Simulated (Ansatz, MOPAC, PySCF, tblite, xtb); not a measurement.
Scan of H2Mg, singlet: map of symmetric stretch and bend. Scanned: Mg-H bond length and H-Mg-H angle.

- GFN2-xTB, 300 K electronic temperature (tblite)
- RHF/def2-TZVP (PySCF)
- PBE/def2-TZVP (PySCF)
- B3LYP/def2-TZVP (PySCF)
- RHF/aug-cc-pVTZ (Ansatz, an electronic-structure program)
- MP2/aug-cc-pVTZ = MP2 on RHF/aug-cc-pVTZ, frozen core (Ansatz)
- CCSD/aug-cc-pVTZ = CCSD on RHF/aug-cc-pVTZ, frozen core (Ansatz)
- CCSD(T)/aug-cc-pVTZ = CCSD(T) on RHF/aug-cc-pVTZ, frozen core (Ansatz)
- CCSDT/cc-pVTZ = CCSDT on RHF/cc-pVTZ, frozen core run with Ansatz
- CCSDT(Q)/cc-pVTZ = CCSDT(Q) on RHF/cc-pVTZ, frozen core (Ansatz)
- PM7, restricted, heats of formation (MOPAC)
- PM3, restricted, heats of formation (MOPAC)
- GFN1-xTB (xtb)
- RKS-B3LYP/6-31G* = restricted B3LYP/6-31G*, spherical d run with PySCF
- RHF/3-21G = PySCF with restricted Hartree-Fock/3-21G
- RHF/LANL2DZ = restricted Hartree-Fock/LANL2DZ, with its core potentials past Ne (PySCF 2.14.0)
- RKS-BP86/6-31G* = restricted BP86/6-31G*, spherical d (PySCF)

Energies in eV at chosen points (x: Mg-H bond length (Å); y: H-Mg-H angle (°)), relative to x = 1.74, y = 180:

```csv
method,"(1.74, 83)","(2.08, 103)","(2.16, 143)","(1.99, 133)","(1.99, 70)","(1.74, 123)","(1.91, 180)"
GFN2-xTB,1.228,1.143,0.890,0.576,2.153,0.250,0.268
RHF,1.930,1.892,1.488,0.931,3.014,0.559,0.328
PBE,1.662,1.547,1.229,0.770,2.524,0.483,0.268
B3LYP,1.746,1.701,1.370,0.862,2.711,0.507,0.319
RHF/aug-cc-pVTZ,1.931,1.879,1.467,0.919,3.003,0.559,0.320
MP2/aug-cc-pVTZ,1.795,1.779,1.412,0.883,2.781,0.526,0.314
CCSD/aug-cc-pVTZ,1.734,1.663,1.307,0.824,2.617,0.511,0.286
CCSD(T)/aug-cc-pVTZ,1.721,1.647,1.296,0.818,2.588,0.508,0.283
CCSDT/cc-pVTZ,1.733,1.662,1.314,0.828,2.611,0.510,0.289
CCSDT(Q)/cc-pVTZ,1.733,1.661,1.314,0.827,2.609,0.510,0.289
PM7,1.670,2.472,2.564,1.436,2.923,0.517,0.668
PM3,0.933,2.020,1.955,1.201,2.136,0.313,0.589
GFN1-xTB,1.551,1.560,1.302,0.850,2.609,0.380,0.407
RKS-B3LYP/6-31G*,1.789,1.683,1.321,0.831,2.720,0.525,0.287
RHF/3-21G,2.037,1.913,1.456,0.928,3.065,0.638,0.280
RHF/LANL2DZ,2.062,1.985,1.524,0.984,3.135,0.652,0.318
RKS-BP86/6-31G*,1.705,1.534,1.185,0.741,2.541,0.500,0.238
```
